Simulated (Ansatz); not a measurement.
Program: Ansatz. Geometries: PBE0-D4/def2-TZVP. ΔE: electronic, gas phase. CBS: MP2 limit from def2 TZ/QZ plus the TZ coupled-cluster correction, frozen cores. This one scheme is used for every species. DFT in def2-TZVPP. Each species was taken in one conformer, which may not be the lowest.

`[CH3][AlH][SiH2]F` + `N[SiH3]` → `F[SiH2][AlH][NH][SiH3]` + CH₄  (ligand exchange at the Al–C bond)

| level | ΔE (kJ/mol) |
| --- | --- |
| r2SCAN-D4 | -117.0 |
| r2SCAN | -115.6 |
| HF/def2-TZVPP | -115.3 |
| CCSD(T)/def2-TZVPP | -119.2 |
| HF/def2-QZVPP | -115.5 |
| MP2/def2-QZVPP | -120.7 |
| HF/CBS(def2) | -115.5 |
| CCSD/CBS(def2) | -116.0 |

(1) What does CCSD(T)/CBS give? (Estimate.)

Largest T1 diagnostic among the species: 0.012.

## Answers

(1) The calculation gave: -117.5 kJ/mol. The listed levels differ from it by 0.5, 1.9, 2.2, -1.7, 2.0, -3.2, 2.0, 1.5 kJ/mol.

In def2-TZVPP, CCSD(T) changes the Hartree–Fock value by −3.8 kJ/mol (the triples alone add −1.5 kJ/mol) and MP2 by −6.3 kJ/mol. The D4 term adds −8.1 kJ/mol with B3LYP and −4.6 kJ/mol with PBE0; it sums over pairs of atoms, weighted by their polarisabilities, and B3LYP, whose exchange is more repulsive, gets the larger term.

B3LYP here is the variant with VWN-RPA as its local correlation; programs differ in this.
